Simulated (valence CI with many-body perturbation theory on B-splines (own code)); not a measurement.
Level structure of Rh³⁹⁺

Calculated by relativistic CI+MBPT: four valence electrons over a frozen Dirac-Fock core [He], a basis of 11 s, 11 p, 10 d, 8 f, 5 g, 2 h functions for each j, with the one-electron correlation potential Σ1 (screened to all orders), the two-electron term Σ2, the three-electron term Σ3, Breit, model QED; selected single and double excitations, second order for the rest, scaled by the run's own slope (own B-spline code, finite nucleus).

The last digits are not significant, and no measured levels were compared; by estimate large intervals hold to a few tenths of a per cent, small ones and those within an open d or f shell to about a per cent. Among the levels kept, up to 980 cm⁻¹ of a level comes from second order outside the variational space, and about a tenth of that is noise between levels of different J, which matters for small intervals.

Levels 181 to 204 of 204, with energies above the lowest level, (2s^2 2p1/2^2) J=0. "Leading %" is the weight of the configuration and term that name the level; weights of strongly mixed levels are sums over their largest components and can fall short. In the jj column 3d3/2^4 stands for four electrons in 3d with j = 3/2. Lifetimes count E1, E2, E3, M1 and M2 decay at the calculated energies, and are blank where another channel may lead or the interval is too uncertain; long ones can be off by a factor of two.

```
No.  Configuration  Term  J  E (eV)  Leading %   Second component  Lifetime                  Leading jj
181      2s.2p2.3d    1D  2  3990.8         46  28 % 2s.2p2.3d 3D   37.4 fs     2s 2p3/2^2 3d5/2 (82 %)
182      2s.2p2.3d    3P  1  3993.2         48  33 % 2s.2p2.3d 1P   4.18 fs     2s 2p3/2^2 3d5/2 (84 %)
183         2p3.3s   3P°  1  3994.1         63    30 % 2p3.3s 1P°   57.7 fs     2p1/2 2p3/2^2 3s (92 %)
184         2p3.3p    3F  3  4002.1         39     28 % 2p3.3p 1F   41.1 fs  2p1/2 2p3/2^2 3p1/2 (91 %)
185      2s.2p2.3d    1D  2  4004.5         54  21 % 2s.2p2.3d 3P   2.80 fs     2s 2p3/2^2 3d5/2 (80 %)
186         2p3.3p    3P  2  4020.5         57     21 % 2p3.3p 1D   15.3 fs  2p1/2 2p3/2^2 3p1/2 (96 %)
187         2p3.3p    5P  3  4027.9         50     24 % 2p3.3p 3F   21.0 fs  2p1/2 2p3/2^2 3p3/2 (97 %)
188         2p3.3p    3D  1  4028.4         63     27 % 2p3.3p 1P   25.0 fs  2p1/2 2p3/2^2 3p1/2 (76 %)
189         2p3.3p    3P  2  4028.7         38     30 % 2p3.3p 3D   18.6 fs  2p1/2 2p3/2^2 3p3/2 (97 %)
190         2p3.3p    3P  0  4029.2         96                      17.1 fs  2p1/2 2p3/2^2 3p3/2 (95 %)
191         2p3.3p    3D  1  4043.2         39     32 % 2p3.3p 1P   18.0 fs  2p1/2 2p3/2^2 3p3/2 (76 %)
192         2p3.3p    3D  3  4044.7         66     29 % 2p3.3p 1F   20.9 fs  2p1/2 2p3/2^2 3p3/2 (98 %)
193         2p3.3p    3F  4  4045.6         98                      22.7 fs  2p1/2 2p3/2^2 3p3/2 (98 %)
194         2p3.3p    3P  0  4056.9         64     34 % 2p3.3p 1S   14.9 fs  2p1/2 2p3/2^2 3p1/2 (95 %)
195         2p3.3p    3P  1  4060.3         74     19 % 2p3.3p 1P   18.7 fs  2p1/2 2p3/2^2 3p3/2 (97 %)
196         2p3.3p    1D  2  4070.1         52     28 % 2p3.3p 3P   20.1 fs  2p1/2 2p3/2^2 3p3/2 (98 %)
197         2p3.3d   3D°  1  4073.2         48    38 % 2p3.3d 5D°   44.2 fs  2p1/2 2p3/2^2 3d3/2 (96 %)
198         2p3.3d   3F°  2  4074.2         40    35 % 2p3.3d 5D°   43.8 fs  2p1/2 2p3/2^2 3d3/2 (95 %)
199         2p3.3d   5D°  0  4075.1         47    35 % 2p3.3d 1S°   42.6 fs  2p1/2 2p3/2^2 3d3/2 (93 %)
200         2p3.3d   3G°  3  4078.5         30    30 % 2p3.3d 5D°   28.1 fs  2p1/2 2p3/2^2 3d3/2 (87 %)
201         2p3.3p    3P  1  4081.9         46     30 % 2p3.3p 3S   18.9 fs  2p1/2 2p3/2^2 3p3/2 (98 %)
202         2p3.3p    3D  2  4083.6         52     30 % 2p3.3p 1D   19.3 fs  2p1/2 2p3/2^2 3p3/2 (97 %)
203         2p3.3d   5D°  4  4083.9         49    34 % 2p3.3d 3G°   1.59 ps  2p1/2 2p3/2^2 3d5/2 (96 %)
204         2p3.3d   3D°  3  4085.2         61    15 % 2p3.3d 5D°    108 fs  2p1/2 2p3/2^2 3d5/2 (89 %)
```
